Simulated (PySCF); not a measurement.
## Electron correlation in Sm(44+) (samarium, charge +44)

[Ar], closed-shell 1S. Computed with PySCF 2.14 in an uncontracted even-tempered set (16 s from 9.2 bohr⁻², ratio 2.5; 10 p from 12 bohr⁻², ratio 2.5; 4 d from 52 bohr⁻², ratio 2.7; 4 f from 77 bohr⁻², ratio 2.7), with the non-relativistic Hamiltonian (point nucleus). Frozen: 1s2; 16 electrons correlated; the 17 highest virtual orbitals of each spin left out.

```json
{"level": "CCSD", "correlation energy (mhartree)": "-627.72"}
{"level": "(T)", "correlation energy (mhartree)": "-1.00"}
{"level": "CCSD(T)", "correlation energy (mhartree)": "-628.72"}
```

Diagnostics: T1 = 0.00025, D1 = 0.0006, largest double amplitude 0.014.

A non-relativistic calculation at this Z misses sizeable relativistic shifts.

Cost of the coupled-cluster step: roughly 9 core-seconds, for 16 correlated electrons.

Iterations:

```
CC2 = 0
CCSD nocc = 8, nmo = 76
frozen orbitals [0, 77, 78, 79, 80, 81, 82, 83, 84, 85, 86, 87, 88, 89, 90, 91, 92, 93]
max_cycle = 100
direct = 0
conv_tol = 1e-08
conv_tol_normt = 1e-06
diis_space = 8
diis_start_cycle = 0
Init t2, MP2 energy = -8337.93729463272  E_corr(MP2) -0.618000501012606
Init E_corr(CCSD) = -0.618000501012615
cycle = 1  E_corr(CCSD) = -0.62619561024598  dE = -0.00819510923  norm(t1,t2) = 0.00391204
cycle = 2  E_corr(CCSD) = -0.62753258445859  dE = -0.00133697421  norm(t1,t2) = 0.00059173
cycle = 3  E_corr(CCSD) = -0.627721554844424  dE = -0.000188970386  norm(t1,t2) = 9.24375e-05
cycle = 4  E_corr(CCSD) = -0.627719448155553  dE = 2.10668887e-06  norm(t1,t2) = 2.34641e-06
cycle = 5  E_corr(CCSD) = -0.627719227385468  dE = 2.20770085e-07  norm(t1,t2) = 7.14354e-08
cycle = 6  E_corr(CCSD) = -0.62771922902481  dE = -1.63934188e-09  norm(t1,t2) = 5.93223e-09
CCSD converged
E(CCSD) = -8337.94701336073  E_corr = -0.6277192290248104
CCSD(T) correction = -0.00100290351279589
```

At this charge a non-relativistic calculation is a model, useful for the Z dependence of the correlation energy.
